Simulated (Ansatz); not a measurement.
Start from `[SiH3][O][SbH2]` and change one atom or group to get `[SiH3][O][GeH3]`.

Ansatz, PBE0-D4/def2-TZVP geometries, multiplicity 1. 

Elements past krypton have def2 core potentials. Scalar relativity is left out up to krypton. Spin–orbit coupling is left out; it splits and shifts lone-pair levels of the heavy atoms by tenths of an eV.

| property | `[SiH3][O][SbH2]` |
| --- | --- |
| HOMO–LUMO gap (ωB97M-V/def2-TZVPP) / eV | 9.99 |
| HOMO–LUMO gap (PBE/def2-TZVPP) / eV | 4.17 |
| size of the dipole moment (B3LYP/def2-TZVPP) / D | 1.79 |
| HOMO energy (PBE/def2-TZVPP) / eV | -6.40 |
| LUMO energy (PBE0/def2-TZVPP) / eV | -1.42 |
| HOMO–LUMO gap (B3LYP/def2-TZVPP) / eV | 5.72 |

(1) What does the change do to each property? (Best estimate.)

Results:

(1) Computed: 
```json
{"property": "HOMO–LUMO gap (ωB97M-V/def2-TZVPP) / eV", "`[SiH3][O][GeH3]`": "12.27", "shift": "2.28"}
{"property": "HOMO–LUMO gap (PBE/def2-TZVPP) / eV", "`[SiH3][O][GeH3]`": "5.89", "shift": "1.72"}
{"property": "size of the dipole moment (B3LYP/def2-TZVPP) / D", "`[SiH3][O][GeH3]`": "1.25", "shift": "-0.54"}
{"property": "HOMO energy (PBE/def2-TZVPP) / eV", "`[SiH3][O][GeH3]`": "-7.02", "shift": "-0.62"}
{"property": "LUMO energy (PBE0/def2-TZVPP) / eV", "`[SiH3][O][GeH3]`": "-0.25", "shift": "1.17"}
{"property": "HOMO–LUMO gap (B3LYP/def2-TZVPP) / eV", "`[SiH3][O][GeH3]`": "7.77", "shift": "2.05"}
```

With PBE0 the HOMO falls by 0.94 eV and the LUMO rises by 1.17 eV, so the gap widens by about 2.11 eV. PBE moves the HOMO by -0.62 eV and ωB97M-V by -1.11 eV. The zero-point energy changes by 26.7 kJ/mol with +3 modes. Dipoles are sizes alone; their direction can turn.

B3LYP here is the variant with VWN-RPA as its local correlation; programs differ in this.
